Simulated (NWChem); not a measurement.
Molecule: CCl₃, doublet; SMILES Cl[C](Cl)Cl

```xyz
4

Cl    -1.6323    -0.4235    -0.0248
C      0.0000     0.0000     0.2712
Cl     1.1829    -1.2019    -0.0248
Cl     0.4494     1.6253    -0.0248
```
Atoms are numbered in this order, from 1.

Results from NWChem. Spin-unrestricted. In the optimisation the excess spin sits in a (C3, its own frame). Structure relaxed at the PBE0/def2-SVP, spin-unrestricted level. No stability test was run on the SCF state. Vertical excitations in the gas phase; the lowest state need not have the same character in each row. Excited states of an open shell can be spin-contaminated.

```
level                    lowest excitation (eV)  oscillator strength of that lowest state  lowest empty minus highest occupied level, either spin (eV)
-----------------------  ----------------------  ----------------------------------------  -----------------------------------------------------------
PBE/def2-SVP, TDA                          3.62                                     0.001                                                         1.57
B3LYP/def2-SVP, TDA                        4.02                                     0.001                                                         3.49
PBE0/def2-SVP, TDA                          [?]                                     0.001                                                          [?]
CAM-B3LYP/def2-SVP, TDA                    4.35                                     0.002                                                         6.58
```

**Question.** Complete the blanks.

**Answer.** 
- PBE0/def2-SVP, TDA, lowest excitation (eV): 4.12
- PBE0/def2-SVP, TDA, lowest empty minus highest occupied level, either spin (eV): 4.13
